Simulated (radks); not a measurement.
Valence configurations of Tl I. Calculated with a radial shooting solver on a logarithmic mesh with Libxc functionals: Dirac Kohn-Sham, PBE, spin-unpolarised, spherical densities, point nucleus; open shells are shared between the two j in proportion to 2j + 1. Energies are relative to [Hg] 6p1; eigenvalues in eV.

\begin{tabular}{lrrrrrr}
valence & E (eV) & e(4f5/2) & e(4f7/2) & e(5d3/2) & e(5d5/2) & e(6p1/2) \\ \hline
[Hg] 6p1 & 0.000 & -116.20 & -111.60 & -16.775 & -14.580 & -3.147 \\
[Xe] 4f13 5d10 6s2 6p2 & 119.68 & -134.68 & -129.94 & -22.717 & -20.225 & -4.531 \\
[Xe] 4f14 5d9 6s2 6p2 & 14.571 & -121.87 & -117.27 & -21.108 & -18.785 & -4.507 \\
[Xe] 4f13.5 5d10 6s2 6p1.5 & 57.684 & -125.36 & -120.69 & -19.727 & -17.383 & -3.850 \\
[Xe] 4f14 5d8 6s2 6p3 & 32.241 & -127.56 & -122.95 & -25.298 & -22.849 & -5.761 \\
[Xe] 4f14 5d10 6s1 6p2 & 7.284 & -118.10 & -113.50 & -18.584 & -16.366 & -4.055 \\
[Xe] 4f14 5d8.5 6s2 6p2.5 & 23.022 & -124.71 & -120.11 & -23.215 & -20.829 & -5.144 \\
[Xe] 4f14 5d8 6s1 6p4 & 41.326 & -129.18 & -124.58 & -26.774 & -24.303 & -6.474 \\
[Xe] 4f14 5d10 6p3 & 14.955 & -119.83 & -115.23 & -20.212 & -17.970 & -4.849 \\
[Xe] 4f13 5d9 6s2 6p3 & 138.92 & -140.53 & -135.79 & -27.066 & -24.446 & -5.808 \\
\end{tabular}

NIST lists [Hg] 6p1 as the ground configuration; this level of theory agrees among the configurations tried. The energies are those of spherical spin-averaged densities, not of single terms.
